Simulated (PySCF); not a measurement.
**Electron correlation in P (phosphorus, neutral)**

[Ne] 3s2 3p3, high-spin 4S determinant. Computed with PySCF 2.14 in def2-QZVPPD, with the non-relativistic Hamiltonian (point nucleus). Frozen: 1s2; 13 electrons correlated.

| level | correlation energy (mhartree) |
| --- | --- |
| CCSD | -291.06 |
| (T) | -6.50 |
| CCSD(T) | -297.56 |

Diagnostics: T1 = 0.0048, D1 = 0.0165, largest double amplitude 0.046.

Cost of the coupled-cluster step: roughly 21 core-seconds, for 13 correlated electrons.

Iterations:

```
CC2 = 0
CCSD nocc = (np.int64(8), np.int64(5)), nmo = (75, 75)
frozen orbitals [[0], [0]]
max_cycle = 100
direct = 0
conv_tol = 1e-08
conv_tol_normt = 1e-06
diis_space = 8
diis_start_cycle = 0
Init t2, MP2 energy = -0.277301506950927
Init E_corr(UCCSD) = -0.277301506955447
cycle = 1  E_corr(UCCSD) = -0.28698405991603  dE = -0.00968255296  norm(t1,t2) = 0.0397041
cycle = 2  E_corr(UCCSD) = -0.290050777474918  dE = -0.00306671756  norm(t1,t2) = 0.0114648
cycle = 3  E_corr(UCCSD) = -0.291072734635344  dE = -0.00102195716  norm(t1,t2) = 0.00428842
cycle = 4  E_corr(UCCSD) = -0.291076004340481  dE = -3.26970514e-06  norm(t1,t2) = 0.000636518
cycle = 5  E_corr(UCCSD) = -0.291060995702662  dE = 1.50086378e-05  norm(t1,t2) = 0.000129413
cycle = 6  E_corr(UCCSD) = -0.29106260433431  dE = -1.60863165e-06  norm(t1,t2) = 2.64384e-05
cycle = 7  E_corr(UCCSD) = -0.291062803204348  dE = -1.98870038e-07  norm(t1,t2) = 7.48616e-06
cycle = 8  E_corr(UCCSD) = -0.291062639583619  dE = 1.63620729e-07  norm(t1,t2) = 1.90883e-06
cycle = 9  E_corr(UCCSD) = -0.291062665739047  dE = -2.61554279e-08  norm(t1,t2) = 4.85864e-07
cycle = 10  E_corr(UCCSD) = -0.291062663155787  dE = 2.58326027e-09  norm(t1,t2) = 7.85426e-08
UCCSD converged
E(UCCSD) = -341.0101127858732  E_corr = -0.2910626631557868
UCCSD(T) correction = -0.00649661951352616
```

This basis was not built for core-valence correlation, so the inner-shell part is incomplete.
